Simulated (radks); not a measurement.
Problem. The calcium ion Ca11+ is in [He] 2s2 2p5. All-electron calculation, scalar-relativistic Kohn-Sham, PBE, spin-polarised, spherical densities, finite nucleus; Fermi nuclear charge, rms radius of each element as measured or else 0.836 A^(1/3) + 0.57 fm. Program: a radial shooting solver on a logarithmic mesh with Libxc functionals. Open shells are filled with parallel spins first. One electron is removed from 1s, 2p, 2s in turn, with full relaxation. Which removal costs least, and what does each cost?

Solution. 2p 659.06 eV; 2s 729.06 eV; 1s 4389.7 eV. The 2p electron leaves first.
